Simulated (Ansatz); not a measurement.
Start from `S[SiH]1CO1` and change one atom or group to get `[GeH3][SiH]1CO1`.

Ansatz, PBE0-D4/def2-TZVP geometries, multiplicity 1. Each molecule was computed in one conformer, which needn't be the lowest.

Scalar relativity is left out up to krypton.

```csv
property,`S[SiH]1CO1`
HOMO–LUMO gap (B3LYP/def2-TZVPP) / eV,6.86
HOMO energy (PBE/def2-TZVPP) / eV,-6.21
HOMO–LUMO gap (PBE/def2-TZVPP) / eV,5.19
HOMO–LUMO gap (PBE0/def2-TZVPP) / eV,7.31
LUMO energy (B3LYP/def2-TZVPP) / eV,-0.39
size of the dipole moment (ωB97M-V/def2-TZVPP) / D,2.01
```

Q: What does the change do to each property? (Best estimate.)

A: The calculation gave: 
| property | `[GeH3][SiH]1CO1` | shift |
| --- | --- | --- |
| HOMO–LUMO gap (B3LYP/def2-TZVPP) / eV | 6.27 | -0.59 |
| HOMO energy (PBE/def2-TZVPP) / eV | -6.32 | -0.11 |
| HOMO–LUMO gap (PBE/def2-TZVPP) / eV | 4.67 | -0.52 |
| HOMO–LUMO gap (PBE0/def2-TZVPP) / eV | 6.68 | -0.63 |
| LUMO energy (B3LYP/def2-TZVPP) / eV | -1.04 | -0.65 |
| size of the dipole moment (ωB97M-V/def2-TZVPP) / D | 1.85 | -0.16 |

With PBE0 the HOMO falls by 0.05 eV and the LUMO falls by 0.68 eV, so the gap narrows by about 0.63 eV. PBE moves the HOMO by -0.11 eV and ωB97M-V by -0.03 eV. Dipoles are sizes alone; their direction can turn.

B3LYP here is the variant with VWN-RPA as its local correlation; programs differ in this.
